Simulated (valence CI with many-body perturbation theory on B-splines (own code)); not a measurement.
E1 transitions of Pr LV

Computed by relativistic CI+MBPT: three valence electrons over a frozen Dirac-Fock core [He], a basis of 11 s, 11 p, 9 d, 7 f, 5 g, 2 h, 1 i functions for each j, with the one-electron correlation potential Σ1, the two-electron term Σ2, the three-electron term Σ3, Breit, model QED; selected CI, second order for the rest (own B-spline code, finite nucleus).

No measured spectrum was set against this ion. As an estimate, large intervals hold to a few tenths of a per cent, small ones and those within an open d or f shell to about a per cent.

Lines 101 to 150 of 284 in falling wavelength, among levels below 7521.8 eV, chosen from the strongest by gf and those to the six lowest levels. Wavelengths and rates use the calculated energies. Electric multipoles are in the length gauge, E1 and E2 with the static RPA response of the core. Weak lines are less certain than strong ones. Lines between different terms over intervals too small for the method are left out, as are lines whose strength nearly cancels. The highest levels of a list are the least certain.

Levels are named by their leading jj configuration (3d3/2^4 stands for four electrons in 3d with j = 3/2), which in mixed levels can hold well under half, so a name can repeat and another be missing. Letters in brackets count levels of one name in rising energy.

```tsv
λ vac (Å)	Upper	Lower	A (s⁻¹)	S (a.u.) with core polarisation	S without
14.67	(2p1/2 2p3/2^2) J=1/2	(2s 2p1/2 2p3/2) J=3/2 [a]	2.17e+10	6.76e-05	6.78e-05
9.884	(2p1/2 2p3/2^2) J=3/2	(2s 2p1/2^2) J=1/2	2.04e+10	3.90e-05	3.91e-05
9.864	(2p3/2^3) J=3/2	(2s 2p1/2 2p3/2) J=1/2	1.64e+10	3.10e-05	3.11e-05
9.609	(2s 2p3/2^2) J=3/2	(2s^2 2p1/2) J=1/2	2.35e+10	4.12e-05	4.13e-05
2.175	(2s 2p1/2 3s) J=1/2 [a]	(2s 2p1/2 2p3/2) J=1/2	2.61e+12	2.65e-05	2.64e-05
2.168	(2s 2p1/2 3s) J=3/2	(2s 2p1/2 2p3/2) J=1/2	1.77e+12	3.55e-05	3.54e-05
2.165	(2s^2 3p1/2) J=1/2	(2s 2p1/2 2p3/2) J=3/2 [a]	7.50e+11	7.51e-06	7.50e-06
2.159	(2s 2p1/2 3s) J=1/2 [b]	(2s 2p1/2 2p3/2) J=1/2	2.71e+13	2.70e-04	2.69e-04
2.148	(2s 2p3/2 3s) J=5/2	(2s 2p3/2^2) J=5/2	3.74e+13	1.10e-03	1.10e-03
2.147	(2s 2p1/2 3s) J=3/2	(2s 2p1/2 2p3/2) J=5/2	5.84e+13	1.14e-03	1.14e-03
2.142	(2s 2p1/2 3s) J=1/2 [a]	(2s 2p1/2 2p3/2) J=3/2 [a]	6.86e+13	6.65e-04	6.64e-04
2.141	(2s 2p3/2 3s) J=3/2 [a]	(2s 2p3/2^2) J=5/2	5.90e+13	1.14e-03	1.14e-03
2.140	(2s^2 3s) J=1/2	(2s^2 2p3/2) J=3/2	7.47e+13	7.23e-04	7.21e-04
2.134	(2s 2p1/2 3s) J=3/2	(2s 2p1/2 2p3/2) J=3/2 [a]	4.79e+12	9.20e-05	9.18e-05
2.126	(2s 2p1/2 3s) J=1/2 [b]	(2s 2p1/2 2p3/2) J=3/2 [a]	1.54e+12	1.46e-05	1.46e-05
2.119	(2s^2 3p3/2) J=3/2	(2s 2p1/2 2p3/2) J=5/2	8.98e+11	1.69e-05	1.68e-05
2.107	(2s^2 3p3/2) J=3/2	(2s 2p1/2 2p3/2) J=3/2 [a]	4.71e+11	8.70e-06	8.68e-06
2.082	(2s 2p1/2 3d3/2) J=3/2 [a]	(2s 2p1/2 2p3/2) J=1/2	3.54e+12	6.31e-05	6.32e-05
2.076	(2p1/2^2 3p1/2) J=1/2	(2s 2p1/2 2p3/2) J=1/2	5.15e+12	4.55e-05	4.56e-05
2.075	(2p1/2 2p3/2 3d3/2) J=5/2 [a]	(2p1/2 2p3/2^2) J=5/2	3.13e+13	8.28e-04	8.28e-04
2.071	(2p1/2^2 3d3/2) J=3/2	(2p1/2^2 2p3/2) J=3/2	1.04e+14	1.82e-03	1.82e-03
2.070	(2p1/2 2p3/2 3d5/2) J=3/2 [a]	(2p1/2 2p3/2^2) J=1/2	5.37e+13	9.41e-04	9.41e-04
2.068	(2s 2p1/2 3d3/2) J=3/2 [b]	(2s 2p1/2 2p3/2) J=1/2	2.62e+12	4.57e-05	4.58e-05
2.065	(2s 2p3/2 3d5/2) J=5/2 [a]	(2s 2p3/2^2) J=3/2	6.02e+13	1.57e-03	1.57e-03
2.064	(2s 2p3/2 3d5/2) J=3/2 [a]	(2s 2p3/2^2) J=3/2	6.18e+13	1.07e-03	1.07e-03
2.064	(2s 2p1/2 3d3/2) J=1/2	(2s 2p1/2 2p3/2) J=1/2	4.43e+13	3.84e-04	3.84e-04
2.064	(2s 2p3/2 3d5/2) J=3/2 [a]	(2s 2p3/2^2) J=1/2	7.72e+13	1.34e-03	1.34e-03
2.064	(2p1/2 2p3/2 3d3/2) J=3/2 [b]	(2p1/2 2p3/2^2) J=5/2	6.89e+13	1.20e-03	1.20e-03
2.064	(2s 2p1/2 3d5/2) J=5/2 [a]	(2s 2p1/2 2p3/2) J=3/2 [b]	5.62e+13	1.46e-03	1.46e-03
2.063	(2s 2p1/2 3d3/2) J=3/2 [a]	(2s 2p1/2 2p3/2) J=5/2	2.90e+12	5.03e-05	5.03e-05
2.061	(2p1/2 2p3/2 3d5/2) J=3/2 [b]	(2p1/2 2p3/2^2) J=1/2	5.48e+14	9.47e-03	9.48e-03
2.057	(2s 2p1/2 3p1/2) J=1/2 [b]	(2s^2 2p3/2) J=3/2	1.17e+12	1.00e-05	1.00e-05
2.057	(2s 2p3/2 3d5/2) J=1/2	(2s 2p3/2^2) J=1/2	6.02e+14	5.17e-03	5.18e-03
2.055	(2p1/2 2p3/2 3d5/2) J=5/2 [a]	(2p1/2 2p3/2^2) J=5/2	1.80e+14	4.62e-03	4.62e-03
2.055	(2s 2p1/2 3d3/2) J=5/2	(2s 2p1/2 2p3/2) J=5/2	1.06e+14	2.72e-03	2.72e-03
2.054	(2s 2p3/2 3d3/2) J=3/2 [b]	(2s 2p3/2^2) J=3/2	2.13e+14	3.64e-03	3.64e-03
2.053	(2s 2p3/2 3d3/2) J=3/2 [b]	(2s 2p3/2^2) J=1/2	1.82e+14	3.12e-03	3.12e-03
2.053	(2p1/2^2 3d5/2) J=5/2	(2p1/2^2 2p3/2) J=3/2	5.69e+14	1.46e-02	1.46e-02
2.052	(2s 2p3/2 3d3/2) J=1/2 [b]	(2s 2p3/2^2) J=3/2	1.17e+14	1.00e-03	1.00e-03
2.052	(2s 2p1/2 3d5/2) J=5/2 [b]	(2s 2p1/2 2p3/2) J=3/2 [b]	4.73e+14	1.21e-02	1.21e-02
2.052	(2s 2p1/2 3d5/2) J=3/2	(2s 2p1/2 2p3/2) J=3/2 [b]	1.01e+14	1.73e-03	1.73e-03
2.052	(2s 2p1/2 3d5/2) J=3/2	(2s 2p1/2 2p3/2) J=1/2	4.61e+14	7.86e-03	7.86e-03
2.051	(2s 2p1/2 3d3/2) J=3/2 [a]	(2s 2p1/2 2p3/2) J=3/2 [a]	5.02e+13	8.55e-04	8.55e-04
2.050	(2s 2p3/2 3d3/2) J=3/2 [a]	(2s 2p3/2^2) J=5/2	7.60e+13	1.29e-03	1.29e-03
2.050	(2p1/2 2p3/2 3d5/2) J=5/2 [b]	(2p1/2 2p3/2^2) J=5/2	3.12e+14	7.97e-03	7.98e-03
2.050	(2s 2p1/2 3d3/2) J=3/2 [b]	(2s 2p1/2 2p3/2) J=5/2	2.45e+13	4.16e-04	4.16e-04
2.049	(2p1/2 2p3/2 3d5/2) J=3/2 [a]	(2p1/2 2p3/2^2) J=3/2	4.00e+14	6.79e-03	6.79e-03
2.048	(2p1/2 2p3/2 3d5/2) J=5/2 [a]	(2p1/2 2p3/2^2) J=3/2	4.09e+14	1.04e-02	1.04e-02
2.048	(2p1/2 2p3/2 3d5/2) J=7/2 [b]	(2p1/2 2p3/2^2) J=5/2	9.43e+14	3.20e-02	3.20e-02
2.046	(2p1/2 2p3/2 3d5/2) J=3/2 [b]	(2p1/2 2p3/2^2) J=5/2	7.02e+13	1.19e-03	1.19e-03
```
